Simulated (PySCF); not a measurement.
LDA on Fe⁻ (iron, charge -1), [Ar] 3d7 4s2, high-spin 4F determinant. All numbers are calculated (PySCF 2.14, the non-relativistic Hamiltonian (point nucleus), in aug-cc-pVTZ with one added diffuse shell each of s, p, d, f, g type (9s8p6d4f3g, 118 functions)).

```
cycle= 3 E= -1261.22469353611  delta_E= -0.414  |g|= 0.262  |ddm|= 18.5
cycle= 4 E= -1261.23650805252  delta_E= -0.0118  |g|= 0.183  |ddm|= 1.04
cycle= 5 E= -1261.24890890072  delta_E= -0.0124  |g|= 0.0981  |ddm|= 0.816
cycle= 6 E= -1261.24909026462  delta_E= -0.000181  |g|= 0.144  |ddm|= 1.46
cycle= 7 E= -1261.25509938619  delta_E= -0.00601  |g|= 0.0523  |ddm|= 0.376
cycle= 8 E= -1261.21952522744  delta_E= 0.0356  |g|= 0.29  |ddm|= 0.679
cycle= 9 E= -1261.22279747665  delta_E= -0.00327  |g|= 0.277  |ddm|= 0.0217
cycle= 10 E= -1261.25479934906  delta_E= -0.032  |g|= 0.0655  |ddm|= 0.37
cycle= 11 E= -1261.25667076998  delta_E= -0.00187  |g|= 0.0112  |ddm|= 0.159
cycle= 12 E= -1261.25671232467  delta_E= -4.16e-05  |g|= 0.00576  |ddm|= 0.0375
cycle= 13 E= -1261.25672752686  delta_E= -1.52e-05  |g|= 0.000126  |ddm|= 0.0124
cycle= 14 E= -1261.25672753405  delta_E= -7.19e-09  |g|= 9.77e-06  |ddm|= 0.000311
cycle= 15 E= -1261.2567275341  delta_E= -4.66e-11  |g|= 2.88e-06  |ddm|= 2.99e-05
converged SCF energy = -1261.2567275341  <S^2> = 3.939831  2S+1 = 4.0938154
```

Highest occupied orbital energy: 1.903 eV; ⟨L²⟩ = 12.02; populations by l: s 8.00, p 12.00, d 7.00, f 0.00.

Task: Can this result be used?

Result: With care. The calculation finished and met its thresholds. ⟨S²⟩ = 3.94 against 3.75 shows spin contamination. At LDA the highest occupied level has a positive energy, so only the finite basis holds that electron; in a semilocal or global hybrid functional this comes from self-interaction and does not mean that the real anion is unbound.
